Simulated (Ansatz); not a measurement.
Compare A (`ClC1=CC[SiH2]1`) with its isomer B (`CC#C[SiH2]Cl`).

Calculated with Ansatz (gas phase, PBE0-D4/def2-TZVP geometries, no zero-point term in ΔE). CCSD(T)/CBS is the MP2 limit (def2-TZVPP, def2-QZVPP) plus CCSD(T) − MP2 in def2-TZVPP, frozen cores. Functionals use def2-TZVPP. B3LYP here is the variant with VWN-RPA as its local correlation; programs differ in this.

A:

```xyz
10

Cl   -1.496   -2.025   -1.490
C    -0.620   -0.844   -0.620
C    -1.042    0.368   -0.233
C     0.109    1.025    0.506
Si    1.055   -0.579    0.142
H    -2.021    0.814   -0.406
H     0.480    1.934    0.027
H    -0.105    1.243    1.555
H     2.218   -0.497   -0.781
H     1.422   -1.438    1.299
```

B:

```xyz
10

C     0.5518   -1.0405    1.9196
C     0.2299   -0.3488    0.6916
C    -0.0427    0.2275   -0.3358
Si   -0.4465    1.0916   -1.8674
Cl   -2.1317    0.2737   -2.7139
H     1.3887   -1.7270    1.7702
H    -0.3057   -1.6197    2.2709
H     0.8280   -0.3309    2.7033
H    -0.7290    2.5181   -1.5954
H     0.6573    0.9558   -2.8431
```

Which is lower in electronic energy at CCSD(T)/CBS, and by how much? (An estimate is asked.)

Ansatz gave: B, by 122.3 kJ/mol.

Give E(B) − E(A) in kJ/mol with PBE0-D4, B2PLYP, B3LYP, CCSD(T)/def2-TZVPP, ωB97M-V, r2SCAN-D4, PBE-D4. (An estimate is asked.)

The calculation gave: PBE0-D4 -97.6, B2PLYP -132.6, B3LYP -131.7, CCSD(T)/def2-TZVPP -121.0, ωB97M-V -115.4, r2SCAN-D4 -114.4, PBE-D4 -95.9. None reverses the order clearly.

Largest T1 diagnostic: 0.012.

The D4 term adds +6.7 kJ/mol with B3LYP and +3.3 kJ/mol with PBE0; it sums over pairs of atoms, weighted by their polarisabilities, and B3LYP, whose exchange is more repulsive, gets the larger term. In def2-TZVPP, CCSD(T) changes the Hartree–Fock value by +36.6 kJ/mol (the triples alone add +4.9 kJ/mol) and MP2 by +30.2 kJ/mol.
